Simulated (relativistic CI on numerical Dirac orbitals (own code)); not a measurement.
# Radial parameters of Te15+

Calculated at this level of theory: Dirac-Coulomb-Breit CI, separate exchange-only KLI orbitals for each configuration, QED by a radiative potential, unscaled Slater integrals (own radial code, finite nucleus).

Slater integrals F^k, G^k are unscaled and averaged over j, outside the closed core [Ar] 3d10; ζ comes from projecting the Hamiltonian with its Breit term on Σ l·s of the shell.

- 4s²4p⁶4d: ζ(4d) = 6950.3 cm⁻¹; <r>(4d) = 0.7902, <r^2>(4d) = 0.7126 (bohr units).
- 4s²4p⁵4d²: ζ(4p) = 63889, F^2(4d,4d) = 128830, F^4(4d,4d) = 87302, F^2(4p,4d) = 133200, G^1(4p,4d) = 168580, G^3(4p,4d) = 106690, ζ(4d) = 6933.4 cm⁻¹; <r>(4p) = 0.7442, <r^2>(4p) = 0.6252, <r>(4d) = 0.7895, <r^2>(4d) = 0.7115 (bohr units).
- 4s²4p⁶4f: ζ(4f) = 452.15 cm⁻¹; <r>(4f) = 0.8367, <r^2>(4f) = 0.8029 (bohr units).

**Question.** Give the Racah parameters of the d shell in 4s²4p⁵4d².

**Answer.** B = F²/49 − 5F⁴/441 = 1639 cm⁻¹ and C = 35F⁴/441 = 6929 cm⁻¹.

Averages of the first 10 configurations, taken without configuration mixing, which lowers the lowest level and can move excited configurations by several eV; other configurations of the list can lie among them:

| Configuration | Parity | States | Average energy above the lowest level (eV) |
| --- | --- | --- | --- |
| 4s²4p⁶4d | even | 10 | 2.9 |
| 4s²4p⁵4d² | odd | 270 | 86.4 |
| 4s²4p⁶4f | odd | 14 | 95.7 |
| 4s4p⁶4d² | even | 90 | 148.6 |
| 4s²4p⁶5s | even | 2 | 106.8 |
| 4s²4p⁵4d4f | even | 840 | 177.9 |
| 4s²4p⁶5p | odd | 6 | 129.0 |
| 4s4p⁶4d4f | odd | 280 | 240.3 |
| 4s²4p⁶5d | even | 10 | 162.8 |
| 4s²4p⁵4d5s | odd | 120 | 189.9 |
